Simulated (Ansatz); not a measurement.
Consider the silylene formation by 1,1-elimination: `C[Si](C)(S)S` → `CC` + `S[Si]S`.

Program: Ansatz. Geometries: PBE0-D4/def2-TZVP. ΔE: electronic, gas phase. CCSD(T)/CBS adds triple-zeta CCSD(T) − MP2 to the extrapolated MP2 energy (def2 sets, frozen cores). This one scheme is used for every species. DFT in def2-TZVPP. B3LYP here is the variant with VWN-RPA as its local correlation; programs differ in this. HSE06 is defined as in plane-wave codes. Each species was taken in one conformer, which may not be the lowest.

`C[Si](C)(S)S`:

Cartesian coordinates in Å:
```
C 1.569 0.584 0.622
Si -0.164 -0.041 0.352
C -0.431 -0.578 -1.413
S -0.408 -1.653 1.738
S -1.647 1.417 0.891
H 1.762 1.449 -0.019
H 1.711 0.895 1.659
H 2.304 -0.189 0.385
H -0.297 0.264 -2.099
H -1.439 -0.974 -1.554
H 0.288 -1.356 -1.682
H -1.682 -1.902 1.391
H -1.566 2.085 -0.273
```

`CC`:

```xyz
8

C     0.523    0.186   -0.517
C    -0.523   -0.186    0.517
H     0.759    1.253   -0.480
H     1.455   -0.361   -0.357
H     0.181   -0.038   -1.530
H    -0.759   -1.253    0.480
H    -1.455    0.361    0.357
H    -0.181    0.038    1.530
```

`S[Si]S`:

Z-matrix (Å, degrees):
```
S
Si 1 2.140
H 1 1.344 2 94.8
S 2 2.145 1 98.2 3 -180.0
H 4 1.346 2 101.2 1 0.0
```

```tsv
level	ΔE (kcal/mol)	difference from CCSD(T)/CBS
LDA (SPW92)	46.0	1.7
PBE-D4	40.9	-3.4
revPBE-D4	40.6	-3.7
BLYP-D4	37.0	-7.3
r2SCAN-D4	46.0	1.7
B97M-V	43.0	-1.3
PBE0-D4	45.1	0.8
r2SCANh-D4	46.8	2.5
r2SCAN0-D4	47.8	3.5
CAM-B3LYP-D4	44.0	-0.3
ωB97X-V	46.8	2.5
ωB97M-V	43.4	-0.9
B2PLYP	40.2	-4.1
PBE-QIDH	47.2	2.9
PBE	37.5	-6.8
revPBE	33.7	-10.6
BLYP	30.3	-14.0
r2SCAN	45.0	0.7
PBE0	42.0	-2.3
B3LYP	35.6	-8.7
r2SCANh	45.7	1.4
r2SCAN0	46.6	2.3
HSE06	41.9	-2.4
CAM-B3LYP	40.8	-3.5
LC-ωPBE	48.4	4.1
RPA@PBE/def2-TZVPP	38.4	-5.9
HF/def2-SVP	37.0	-7.3
MP2/def2-SVP	42.2	-2.1
CCSD/def2-SVP	36.7	-7.6
CCSD(T)/def2-SVP	36.6	-7.7
HF/def2-TZVPP	39.5	-4.8
MP2/def2-TZVPP	47.5	3.2
SCS-MP2/def2-TZVPP	44.2	-0.1
CCSD/def2-TZVPP	42.8	-1.5
CCSD(T)/def2-TZVPP	43.0	-1.3
HF/def2-QZVPP	39.6	-4.7
SCS-MP2/def2-QZVPP	45.1	0.8
HF/CBS(def2)	39.6	-4.7
MP2/CBS(def2)	48.8	4.5
CCSD/CBS(def2)	44.1	-0.2
CCSD(T)/CBS	44.3	0
```

Largest T1 diagnostic among the species: 0.015.

From r2SCAN to r2SCAN0 (25 % exact exchange), in def2-TZVPP and without D4, ΔE moves by +1.6 kcal/mol. The D4 term adds +5.3 kcal/mol with B3LYP and +3.1 kcal/mol with PBE0; it sums over pairs of atoms, weighted by their polarisabilities, and B3LYP, whose exchange is more repulsive, gets the larger term. Leaving LDA and LC-ωPBE aside and taking each functional with its dispersion term where it has one, the values spread over 10.8 kcal/mol, from BLYP-D4 to r2SCAN0-D4. LDA lies +8.4 kcal/mol from PBE without D4.
